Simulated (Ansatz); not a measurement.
Geometry optimisation of Tl3Cl3⁺.

```yaml
crystal:
  periodic: [false, false, false]
  atoms:
    - {symbol: Tl, position_ang: [-2.349070, -0.814980, 1.936830]}
    - {symbol: Tl, position_ang: [1.919010, 0.321220, 1.170790]}
    - {symbol: Tl, position_ang: [-0.710710, 0.127050, -2.165120]}
    - {symbol: Cl, position_ang: [-0.834370, 1.290630, 0.574320]}
    - {symbol: Cl, position_ang: [2.109680, 0.679990, -1.713010]}
    - {symbol: Cl, position_ang: [-0.134540, -1.603900, 0.196190]}
basis:
  gaussian: {orbitals: def2-SVP}
total_charge: 1
magnetization: {spin_polarized: true, initial_magnetization: 1}
hamiltonian: {xc: pbe, dispersion: d4}
scf: {lower_state_search: "off"}
output: {orbitals: {seedname: orbitals}}
relax: {f_tol: 0.02, max_steps: 100}
```

```sh
$ ansatz run in.yaml --threads 4 --pin off --events-out ev --progress --plain --max-ram 4787MiB
```

Shortened log:

```
Functional definition: PBE
mean field -51626.88453968 eV, -1897.2530128741 hartree, gradient 2.1e-6 eV, S^2 0.751570; 0 other end points of the search recorded, 0 dependent functions left out
relax step   1: F+E_penalty+E_count = -51627.33467536 eV  Δ(F+E_penalty+E_count) = +0.000e0 eV  max|allowed force component| = 4.676e-1 eV/Å  Δτ_max = 0.0000 Å  (77 SCF iters, accepted)
mean field -51626.99948464 eV, -1897.2572370235 hartree, gradient 2.7e-6 eV, S^2 0.751549; 0 other end points of the search recorded, 0 dependent functions left out
relax step   2: F+E_penalty+E_count = -51627.44411901 eV  Δ(F+E_penalty+E_count) = -1.094e-1 eV  max|allowed force component| = 1.670e-1 eV/Å  Δτ_max = 0.1449 Å  (37 SCF iters, accepted)
mean field -51627.03004057 eV, -1897.2583599332 hartree, gradient 1.6e-6 eV, S^2 0.751501; 0 other end points of the search recorded, 0 dependent functions left out
relax step   3: F+E_penalty+E_count = -51627.47253662 eV  Δ(F+E_penalty+E_count) = -2.842e-2 eV  max|allowed force component| = 2.077e-1 eV/Å  Δτ_max = 0.0675 Å  (33 SCF iters, accepted)
mean field -51627.03861324 eV, -1897.2586749731 hartree, gradient 2.7e-6 eV, S^2 0.751403; 0 other end points of the search recorded, 0 dependent functions left out
relax step   4: F+E_penalty+E_count = -51627.48215079 eV  Δ(F+E_penalty+E_count) = -9.614e-3 eV  max|allowed force component| = 6.366e-1 eV/Å  Δτ_max = 0.1967 Å  (33 SCF iters, accepted)
mean field -51627.10288226 eV, -1897.2610368157 hartree, gradient 1.7e-6 eV, S^2 0.751487; 0 other end points of the search recorded, 0 dependent functions left out
relax step   5: F+E_penalty+E_count = -51627.54512721 eV  Δ(F+E_penalty+E_count) = -6.298e-2 eV  max|allowed force component| = 3.753e-1 eV/Å  Δτ_max = 0.0955 Å  (27 SCF iters, accepted)
mean field -51627.12322856 eV, -1897.2617845286 hartree, gradient 2.4e-6 eV, S^2 0.751530; 0 other end points of the search recorded, 0 dependent functions left out
relax step   6: F+E_penalty+E_count = -51627.56905723 eV  Δ(F+E_penalty+E_count) = -2.393e-2 eV  max|allowed force component| = 2.608e-1 eV/Å  Δτ_max = 0.1874 Å  (29 SCF iters, accepted)
mean field -51627.16660195 eV, -1897.2633784714 hartree, gradient 2.5e-6 eV, S^2 0.751509; 0 other end points of the search recorded, 0 dependent functions left out
relax step   7: F+E_penalty+E_count = -51627.60933557 eV  Δ(F+E_penalty+E_count) = -4.028e-2 eV  max|allowed force component| = 8.398e-2 eV/Å  Δτ_max = 0.0975 Å  (23 SCF iters, accepted)
mean field -51627.17762962 eV, -1897.2637837305 hartree, gradient 5.8e-6 eV, S^2 0.751534; 0 other end points of the search recorded, 0 dependent functions left out
relax step   8: F+E_penalty+E_count = -51627.62030504 eV  Δ(F+E_penalty+E_count) = -1.097e-2 eV  max|allowed force component| = 1.075e-1 eV/Å  Δτ_max = 0.0329 Å  (23 SCF iters, accepted)
mean field -51627.22122336 eV, -1897.2653857711 hartree, gradient 1.7e-6 eV, S^2 0.751623; 0 other end points of the search recorded, 0 dependent functions left out
relax step   9: F+E_penalty+E_count = -51627.66124520 eV  Δ(F+E_penalty+E_count) = -4.094e-2 eV  max|allowed force component| = 2.182e-1 eV/Å  Δτ_max = 0.0773 Å  (27 SCF iters, accepted)
mean field -51627.19266979 eV, -1897.2643364468 hartree, gradient 1.2e-6 eV, S^2 0.751478; 0 other end points of the search recorded, 0 dependent functions left out
relax step  10: F+E_penalty+E_count = -51627.65254867 eV  Δ(F+E_penalty+E_count) = +8.697e-3 eV  max|allowed force component| = 3.872e-1 eV/Å  Δτ_max = 0.1949 Å  (25 SCF iters, rejected (line search))
mean field -51627.25381450 eV, -1897.2665834734 hartree, gradient 1.5e-6 eV, S^2 0.751568; 0 other end points of the search recorded, 0 dependent functions left out
relax step  11: F+E_penalty+E_count = -51627.71544228 eV  Δ(F+E_penalty+E_count) = -5.420e-2 eV  max|allowed force component| = 9.743e-2 eV/Å  Δτ_max = 0.0948 Å  (25 SCF iters, accepted)
mean field -51627.25673618 eV, -1897.2666908431 hartree, gradient 1.0e-6 eV, S^2 0.751557; 0 other end points of the search recorded, 0 dependent functions left out
relax step  12: F+E_penalty+E_count = -51627.71714016 eV  Δ(F+E_penalty+E_count) = -1.698e-3 eV  max|allowed force component| = 8.696e-2 eV/Å  Δτ_max = 0.0358 Å  (22 SCF iters, accepted)
mean field -51627.25889671 eV, -1897.2667702411 hartree, gradient 2.1e-6 eV, S^2 0.751521; 0 other end points of the search recorded, 0 dependent functions left out
relax step  13: F+E_penalty+E_count = -51627.71962565 eV  Δ(F+E_penalty+E_count) = -2.485e-3 eV  max|allowed force component| = 5.623e-2 eV/Å  Δτ_max = 0.0371 Å  (20 SCF iters, accepted)
mean field -51627.25981775 eV, -1897.2668040888 hartree, gradient 1.8e-6 eV, S^2 0.751528; 0 other end points of the search recorded, 0 dependent functions left out
relax step  14: F+E_penalty+E_count = -51627.72011547 eV  Δ(F+E_penalty+E_count) = -4.898e-4 eV  max|allowed force component| = 1.009e-2 eV/Å  Δτ_max = 0.0087 Å  (22 SCF iters, accepted)
Total energy: -51627.72017075 eV, -1897.2837217494 hartree
Atom 0 at    -2.340750    -0.787512     1.844213 Å, force     0.000210     0.000448    -0.000102 eV/Å
Atom 1 at     1.968807     0.330965     1.100838 Å, force     0.008206     0.002420     0.001880 eV/Å
Atom 2 at    -0.489570     0.102319    -1.757232 Å, force     0.004712     0.002840    -0.010090 eV/Å
Atom 3 at    -0.998380     1.516738     0.530633 Å, force    -0.005754     0.004501     0.004627 eV/Å
Atom 4 at     2.046121     0.714676    -1.828546 Å, force    -0.003910    -0.000771     0.000574 eV/Å
Atom 5 at    -0.186228    -1.877175     0.110093 Å, force    -0.003463    -0.009438     0.003111 eV/Å
Dipole moment:    -0.387962    -0.166675     0.591603 e Å
Checks for a lower state left out: stability, starts, cluster_reference, orbital_swaps, neighbouring_geometries, increment
```

Hardware: 4 threads of Arm Neoverse V2 on a shared host. Wall time 41 s.

In the def2 sets Tl takes a core potential; there is no spin–orbit coupling. The structure comes from a short search, and lower isomers may exist.
